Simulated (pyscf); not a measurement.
# `[Cl][Al]1[CH2][CH2]1`, singlet

Gas-phase minimum from PySCF at ωB97X-D3(BJ)/def2-SVP, one conformer. 

SMILES: [CH2]1[Al]([CH2]1)[Cl]
```xyz
8

Cl     0.8301    -2.7207    -1.1130
Al     0.1556    -0.7605    -0.9051
C     -0.3100     0.7973     0.0667
C     -0.4888     0.9050    -1.5367
H     -1.2492     0.8918     0.6310
H      0.4388     1.4872     0.4822
H      0.1593     1.6560    -2.0115
H     -1.5277     1.0579    -1.8633
```

Bonded distances (Å): Cl1–Al2 2.083, Al2–C3 1.894, Al2–C4 1.894, C3–C4 1.617, C3–H5 1.100, C3–H6 1.100, C4–H7 1.100, C4–H8 1.100. Bond angles (°): Cl1–Al2–C3 154.8, Cl1–Al2–C4 154.7, C3–Al2–C4 50.5, Al2–C3–C4 64.7, Al2–C3–H5 123.0, Al2–C3–H6 122.8, C4–C3–H5 114.1, C4–C3–H6 114.1, H5–C3–H6 109.5, Al2–C4–C3 64.7, Al2–C4–H7 123.0, Al2–C4–H8 122.9, C3–C4–H7 114.1, C3–C4–H8 114.1 (the first ones only).

Properties at ωB97X-D3(BJ)/def2-SVP:

```json
{
  "harmonic_wavenumbers_unscaled": "136, 168, 259, 426, 625, 680, 728, 852, 938, 981, 1033, 1176, 1387, 1409, 3111, 3118, 3182, 3196 cm⁻¹",
  "zero_point_energy": "33.5 kcal/mol",
  "rotational_symmetry_number": "2",
  "Entropy of this conformer at 298 K and 1 atm, rigid rotor and harmonic oscillator, modes under 100 cm⁻¹ raised to 100": "306.5 J/(mol K)",
  "dipole_moment": "0.23 D"
}
```

Single-point totals, which compare only within one level (frozen core for MP2 and CC):

```tsv
level	total energy (hartree)
ωB97X-D3(BJ)/def2-TZVP	-781.37739
PBE/def2-TZVP	-780.86978
r²SCAN/def2-TZVP	-781.19852
B3LYP-D3(BJ)/def2-TZVP	-781.35420
PBE0-D3(BJ)/def2-TZVP	-780.94587
M06-2X/def2-TZVP	-781.23275
ωB97M-D3(BJ)/def2-TZVP	-781.41825
HF/def2-TZVPP	-779.53356
MP2/def2-TZVPP	-780.13521
CCSD/def2-TZVPP	-780.17540
CCSD(T)/def2-TZVPP	-780.20367
```

The CCSD(T) − MP2 part came from Ansatz, without density fitting, on the same reference.
